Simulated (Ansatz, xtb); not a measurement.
Two isomers of C4H12Si

We compare I, `C[Si](C)(C)C`, a singlet, with II, `CC[SiH2]CC`, a singlet. Both are isolated molecules in the gas phase, relaxed with PBE-D3(BJ)/def2-SVP; each stands in its lowest conformer found.

I (Å):

```xyz
17

C    -1.7292    1.8833    0.6108
C     0.9573    2.6348   -0.7302
C     0.8873    0.4889    1.4994
C    -0.3276   -0.1268   -1.2800
Si   -0.0531    1.2201    0.0250
H    -2.3463    1.0759    1.0566
H    -2.3036    2.3213   -0.2315
H    -1.6012    2.6736    1.3792
H     1.1342    3.4413    0.0112
H     0.4318    3.0836   -1.5984
H     1.9469    2.2771   -1.0825
H     0.3193   -0.3434    1.9643
H     1.8750    0.0908    1.1874
H     1.0642    1.2555    2.2820
H    -0.8788    0.2711   -2.1571
H    -0.9161   -0.9718   -0.8664
H     0.6380   -0.5344   -1.6447
```

II (Å):

```yaml
atoms:
  - { symbol: C, position_ang: [2.9558, 0.6585, -1.0159] }
  - { symbol: C, position_ang: [2.2735, -0.2455, 0.0198] }
  - { symbol: C, position_ang: [-0.5609, 1.0161, -0.4754] }
  - { symbol: C, position_ang: [-0.4782, 1.9136, 0.7668] }
  - { symbol: Si, position_ang: [0.4394, -0.5952, -0.3398] }
  - { symbol: H, position_ang: [4.0276, 0.8248, -0.7806] }
  - { symbol: H, position_ang: [2.9072, 0.2217, -2.0354] }
  - { symbol: H, position_ang: [2.4752, 1.6579, -1.0681] }
  - { symbol: H, position_ang: [2.3423, 0.2029, 1.0356] }
  - { symbol: H, position_ang: [2.7962, -1.2243, 0.0917] }
  - { symbol: H, position_ang: [-0.1288, -1.4495, 0.7685] }
  - { symbol: H, position_ang: [0.3172, -1.3647, -1.6336] }
  - { symbol: H, position_ang: [-1.6165, 0.7412, -0.6916] }
  - { symbol: H, position_ang: [-0.2061, 1.5629, -1.3769] }
  - { symbol: H, position_ang: [0.5642, 2.2362, 0.9712] }
  - { symbol: H, position_ang: [-1.0878, 2.8344, 0.6557] }
  - { symbol: H, position_ang: [-0.8392, 1.3883, 1.6758] }
```

**Question.** Estimate which is lower in electronic energy at CCSD(T)/def2-SVP + ΔMP2/def2-TZVPP, and by roughly how much.

**Answer.** The CCSD(T)/def2-SVP + ΔMP2/def2-TZVPP calculation puts structure I lower, by 104.4 kJ/mol.

How the difference moves with the method:

```tsv
level	geometry	E(II) − E(I) (kJ/mol)	departure from the last row (kJ/mol)	job, with rough time for the two
GFN2-xTB	GFN2-xTB	−28.9	−133.3	optimisation, 0.17 s
HF/STO-3G	GFN2-xTB	+103.1	−1.3	single point, 0.5 s
r2SCAN-D4/def2-SVP	GFN2-xTB	+98.5	−5.9	single point, 4.1 s
PBE-D3(BJ)/def2-SVP	PBE-D3(BJ)/def2-SVP	+90.8	−13.6	optimisation, 22 s
HF/def2-SVP	PBE-D3(BJ)/def2-SVP	+87.5	−16.9	part of the CCSD(T) run
MP2/def2-SVP	PBE-D3(BJ)/def2-SVP	+88.8	−15.7	part of the CCSD(T) run
CCSD(T)/def2-SVP	PBE-D3(BJ)/def2-SVP	+81.8	−22.6	single point
CCSD(T)/def2-SVP + ΔMP2/def2-TZVPP	PBE-D3(BJ)/def2-SVP	+104.4		single point, 55 s
```

As drawn, II has 2 C–C, 2 Si–H in place of 2 C–Si, 2 C–H.

GFN2-xTB puts the two in the other order. The largest departure from CCSD(T)/def2-SVP + ΔMP2/def2-TZVPP is that of GFN2-xTB, 133.3 kJ/mol. The last row adds to CCSD(T) the change of the MP2 difference between the two basis sets, here +22.6 kJ/mol, a large step that makes the value less sure.

With thermal terms from frequencies at re-optimised GFN2-xTB minima (ideal gas, soft modes damped towards free rotors, one conformer each, 298.15 K, 1 atm): the zero-point term adds −2.3 kJ/mol; ΔH is +98.3 and ΔG +102.1 kJ/mol.

The correlated steps freeze 9 core orbitals. Codes used: Ansatz 0.2.0, xtb 6.7.1; the last row on 2 threads of Intel(R) Xeon(R) Platinum 8375C CPU @ 2.90GHz (Ice Lake) on a shared host.
